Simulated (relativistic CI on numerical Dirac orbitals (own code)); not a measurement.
## Slater and spin-orbit integrals, Tm XXV

Method of calculation: Dirac-Coulomb-Breit CI, separate exchange-only KLI orbitals for each configuration, a model potential for QED, unscaled Slater integrals (own radial code, finite nucleus).

Slater integrals F^k, G^k are unscaled and averaged over j, outside the closed core [Ar] 3d10; ζ comes from projecting the Hamiltonian with its Breit term on Σ l·s of the shell.

- 4s2 4p6 4d9: ζ(4d) = 34843 cm⁻¹; <r>(4d) = 0.5028, <r^2>(4d) = 0.2892 (bohr units).
- 4s2 4p5 4d10: ζ(4p) = 295320 cm⁻¹; <r>(4p) = 0.4897, <r^2>(4p) = 0.2713 (bohr units).
- 4s2 4p6 4d8 4f: F^2(4d,4d) = 200590, F^4(4d,4d) = 136070, ζ(4d) = 34838, F^2(4d,4f) = 198820, F^4(4d,4f) = 129840, G^1(4d,4f) = 216150, G^3(4d,4f) = 145380, G^5(4d,4f) = 105740, ζ(4f) = 5182.6 cm⁻¹; <r>(4d) = 0.5031, <r^2>(4d) = 0.2895, <r>(4f) = 0.4928, <r^2>(4f) = 0.2784 (bohr units).

Problem. Give the Racah parameters of the d shell in 4s2 4p6 4d8 4f.

Solution. B = F²/49 − 5F⁴/441 = 2551 cm⁻¹ and C = 35F⁴/441 = 10799 cm⁻¹.

Averages of the first 10 configurations, taken without configuration mixing, which lowers the lowest level and can move excited configurations by several eV; other configurations of the list can lie among them:

```
    Configuration  Parity  States  Average energy above the lowest level (eV)
      4s2 4p6 4d9    even      10                                         5.9
     4s2 4p5 4d10     odd       6                                       186.7
   4s2 4p6 4d8 4f     odd     630                                       185.1
      4s 4p6 4d10    even       2                                       316.3
   4s2 4p5 4d9 4f    even     840                                       363.8
   4s2 4p6 4d8 5s    even      90                                       284.4
    4s 4p6 4d9 4f     odd     280                                       493.6
   4s2 4p6 4d8 5p     odd     270                                       334.3
4s2 4p6 4d7 4f 5s     odd    3360                                       464.0
   4s2 4p6 4d8 5d    even     450                                       403.3
```
